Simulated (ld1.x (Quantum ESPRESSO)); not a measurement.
What one change does to a pseudopotential (S, TM)

```
Element                 : S (Z = 16)
Generator               : ld1.x (Quantum ESPRESSO) 7.5
Type                    : norm-conserving Troullier–Martins (Kleinman–Bylander form)
Functional              : PBE
Relativity              : scalar-relativistic
Frozen core             : [Ne]
Valence charge          : 6
Reference configuration : 3s2 3p4
Partial waves           : 3s (bound): rc 1.15 bohr; 3p (bound): rc 1.70 bohr
Local potential         : the p channel
Core correction         : Bessel-smoothed model core, default radius (core density twice the valence density)
```

All-electron outer shells of the reference configuration (PBE, scalar-relativistic, ld1.x):

```json
{"shell": "2s", "level (eV)": "-211.71", "outermost node (bohr)": "0.13", "outermost maximum (bohr)": "0.39"}
{"shell": "2p", "level (eV)": "-156.51", "outermost node (bohr)": "–", "outermost maximum (bohr)": "0.33"}
{"shell": "3s", "level (eV)": "-17.26", "outermost node (bohr)": "0.60", "outermost maximum (bohr)": "1.40"}
{"shell": "3p", "level (eV)": "-7.01", "outermost node (bohr)": "0.58", "outermost maximum (bohr)": "1.61"}
```

Change: all radii but the core radius scaled by about 0.95 (s 1.10, p 1.62 bohr).

Cutoffs: the cutoffs (Ry, on a coarse ladder) from which the occupation-weighted sum of valence levels, in a spherical-Bessel basis at the reference potential, stays within 10 and 1 mRy of its value at 400 Ry; they do not see the model core or the augmentation charge, which bear on the density cutoff. Errors are all-electron minus pseudo energies relative to the spin-unpolarised reference configuration.

What does the change do?

The potential gets harder (55 Ry and 120 Ry → 60 Ry and 140 Ry); of the 7 tests that both files solve, the error grows in 1 and shrinks in 0 by more than 15 % and 0.3 meV (median size 2.6 → 2.6 meV); neither file shows a bound ghost. A smaller radius makes the pseudo-wave follow the all-electron one further in, where it bends more sharply, so more plane waves are needed.

| quantity | base | changed |
| --- | --- | --- |
| cutoff, loose | 55 Ry | 60 Ry |
| cutoff, tight | 120 Ry | 140 Ry |
| bound ghosts | none | none |
| error for 3s2 3p3, meV [ΔE 11.77 eV] | +2.6 | +2.6 |
| error for 3s2 3p2, meV [ΔE 34.05 eV] | +21 | +21 |
| error for 3s2 3p1, meV [ΔE 68.09 eV] | +74 | +76 |
| error for 3s2 3p3.5, meV [ΔE 4.66 eV] | +0.3 | +0.3 |
| error for 3s2 3p0, meV [ΔE 114.89 eV] | +184 | +192 |
| error for 3s1 3p5, meV [ΔE 10.31 eV] | -2.0 | -2.6 |
| error for 3s2 3p4.3, meV [ΔE -1.71 eV] | +0.3 | +0.3 |
